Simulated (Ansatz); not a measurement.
CH$_{5}$BClNSi, SMILES `Cl[SiH]1BCN1`, charge 0, multiplicity 1.

(1) Give a relaxed structure at PBE0-D4/def2-TZVP (Ansatz). (An estimate is asked.)

## Answers

(1) The calculation gave: 
Z-matrix (Å, degrees):
```
Si
B 1 2.017
Cl 1 2.079 2 114.8
N 1 1.713 2 76.0 3 -112.3
H 1 1.485 2 129.2 3 134.9
C 2 1.580 1 84.9 3 107.1
H 2 1.189 1 145.6 3 -71.7
H 4 1.006 1 136.6 2 169.9
H 6 1.100 2 112.9 1 126.0
H 6 1.102 2 111.5 1 -114.4
```
This is one stationary point; other conformers may exist.
